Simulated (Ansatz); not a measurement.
Cu(NH3)Me (CH6CuN), relaxed as a singlet with RKS PBE0-D4/def2-TZVP in Ansatz, starting from the GFN2-xTB geometry. Force threshold 0.02 eV/Å.

The relaxation made no stability test and no search for a lower SCF solution.

Start:

Cartesian coordinates in Å:
```
Cu -0.001 -0.031 0.030
N -0.028 -1.354 1.444
H 0.906 -1.747 1.549
H -0.689 -2.089 1.199
H -0.315 -0.905 2.311
C 0.027 1.306 -1.393
H 0.671 2.163 -1.178
H -0.954 1.738 -1.610
H 0.382 0.919 -2.352
```

Question: Estimate the energy that the relaxation releases and the steps that it takes.

Answer: 0.05 eV, in 4 steps; 6 s on 4 threads of Arm Neoverse V2 on a shared host. No frequencies were taken in this run, so the end may be a saddle point.

Question: Does the start keep its bonding and symmetry?

Answer: By distances, no bond broke or formed. The bond that changes most is Cu1–C6, from 1.95 to 1.90 Å (atoms count from 1). Point group C3 at the start, C3 at the end, both within 0.05 Å.

Question: Predict the relaxed structure.

Answer: 
```
atom   x (Å)   y (Å)   z (Å)
 Cu1   0.000   0.016  -0.017
  N2  -0.027  -1.336   1.425
  H3   0.889  -1.751   1.558
  H4  -0.677  -2.086   1.213
  H5  -0.310  -0.924   2.309
  C6   0.027   1.316  -1.405
  H7   0.683   2.156  -1.150
  H8  -0.974   1.722  -1.589
  H9   0.389   0.887  -2.345
```
Bond lengths: 1 × Cu–N 1.98 Å; 1 × C–Cu 1.90 Å; 3 × H–N 1.02 Å; 3 × C–H 1.10 Å.
